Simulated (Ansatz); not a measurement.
Consider the cleavage of the Si–Sn bond: `C[NH][SnH2][SiH3]` + H–F → `F[SiH3]` + `C[NH][SnH3]`.

Isolated molecules relaxed with PBE0-D4/def2-TZVP in Ansatz; ΔE leaves out vibrations. CCSD(T)/CBS adds triple-zeta CCSD(T) − MP2 to the extrapolated MP2 energy (def2 sets, frozen cores). This one scheme is used for every species. Functionals use def2-TZVPP. B3LYP here is the variant with VWN-RPA as its local correlation; programs differ in this. Elements past krypton have def2 core potentials. For Sn outer-core shells are correlated without core-valence functions, which leaves a few kJ/mol of doubt a bond. One conformer a species, not always the lowest.

```
             level  ΔE (kJ/mol)  difference from CCSD(T)/CBS
            PBE-D4        -78.5                         16.4
         r2SCAN-D4        -98.3                         -3.4
           PBE0-D4        -83.8                         11.1
          B3LYP-D4       -100.2                         -5.3
           ωB97X-V       -104.2                         -9.3
           ωB97M-V       -104.3                         -9.4
            B2PLYP       -108.6                        -13.7
               PBE        -84.3                         10.6
            r2SCAN       -100.1                         -5.2
              PBE0        -89.3                          5.6
             B3LYP       -109.4                        -14.5
     HF/def2-TZVPP       -133.8                        -38.9
    MP2/def2-TZVPP       -100.6                         -5.7
SCS-MP2/def2-TZVPP       -110.0                        -15.1
   CCSD/def2-TZVPP       -104.4                         -9.5
CCSD(T)/def2-TZVPP        -99.8                         -4.9
     HF/def2-QZVPP       -136.3                        -41.4
    MP2/def2-QZVPP        -98.6                         -3.7
SCS-MP2/def2-QZVPP       -108.1                        -13.2
      HF/CBS(def2)       -136.7                        -41.8
     MP2/CBS(def2)        -95.7                         -0.8
    CCSD/CBS(def2)        -99.5                         -4.6
       CCSD(T)/CBS        -94.9                            0
```

Largest T1 diagnostic among the species: 0.013.

The D4 term adds +9.2 kJ/mol with B3LYP and +5.5 kJ/mol with PBE0; it sums over pairs of atoms, weighted by their polarisabilities, and B3LYP, whose exchange is more repulsive, gets the larger term. From PBE to PBE0 (25 % exact exchange), in def2-TZVPP and without D4, ΔE moves by −5.0 kJ/mol. In def2-TZVPP, CCSD(T) changes the Hartree–Fock value by +34.0 kJ/mol (the triples alone add +4.6 kJ/mol) and MP2 by +33.3 kJ/mol.
